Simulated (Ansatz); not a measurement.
```xyz
11

F     1.6924   -2.3587    0.4664
Si    0.5094   -1.4934   -0.1519
F    -0.8457   -2.1384    0.3775
C     0.6213    0.2518    0.4051
Ge   -0.8964    1.3814   -0.1345
H     0.5493   -1.6629   -1.6185
H     1.5348    0.6935   -0.0055
H     0.7022    0.2869    1.4956
H    -0.5596    2.8512    0.1614
H    -2.1522    0.9708    0.6462
H    -1.1554    1.2179   -1.6418
```

The species carries charge 0 and has multiplicity 1.

(1) List the ωB97M-V/def2-TZVPP orbital energies in eV (Ansatz). (Estimate.)

Answers

(1) The calculation gave: Occupied: -10866.66, -1808.56, -1362.51, -1210.23, -1210.23, -1210.23, -677.58, -677.56, -281.60, -174.29, -149.44, -123.53, -123.53, -123.52, -103.61, -103.57, -103.51, -36.42, -36.34, -36.34, -36.34, -36.26, -36.26, -35.92, -22.93, -18.66, -17.99, -16.55, -16.17, -15.82, -14.96, -14.68, -14.52, -13.88, -12.41, -11.91, -11.75, -11.26. Lowest empty: 2.10, 2.17, 2.70, 3.04, 3.34, 3.61, 3.78, 4.31.
